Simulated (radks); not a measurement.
The numbers below are computed, except where a source is named.
Re+, 74 electrons, occupied as [Xe] 4f14 5d5 6s1. Level of theory: scalar-relativistic Kohn-Sham, Slater X-alpha with alpha = 1.035, spin-unpolarised, spherical densities, finite nucleus; Fermi nuclear charge, rms radius 5.3698 fm (a radial shooting solver on a logarithmic mesh with Libxc functionals).

Unscreened Slater integrals over Kohn-Sham orbitals (eV).

integral,value
"F0(6s,6s)",9.1140
"F0(6s,5d)",10.606
"G2(6s,5d)",2.7970
"F0(6s,5p)",11.274
"G1(6s,5p)",0.88460
"F0(6s,4f)",11.960
"G3(6s,4f)",0.35531
"F0(5d,5d)",14.436
"F2(5d,5d)",7.4326
"F4(5d,5d)",4.8884
"F0(5d,5p)",16.731
"F2(5d,5p)",8.0962
"G1(5d,5p)",9.5989
"G3(5d,5p)",5.9165
"F0(5d,4f)",18.808
"F2(5d,4f)",4.2375
"F4(5d,4f)",1.9588
"G1(5d,4f)",1.4711
"G3(5d,4f)",1.3340
"G5(5d,4f)",1.0534
"F0(5p,5p)",20.775
"F2(5p,5p)",11.195
"F0(5p,4f)",25.542
"F2(5p,4f)",8.0069
"G2(5p,4f)",3.2726
"G4(5p,4f)",2.7020
"F0(4f,4f)",44.627
"F2(4f,4f)",21.855
"F4(4f,4f)",13.849
"F6(4f,4f)",10.004

Derived for the open shells (J is the average intra-shell exchange parameter used in DFT+U). 5d: Racah B = F2/49 - 5 F4/441 = 0.09626 eV, C = 35 F4/441 = 0.3880 eV, C/B = 4.03, F4/F2 = 0.658, J = (F2 + F4)/14 = 0.8801 eV.
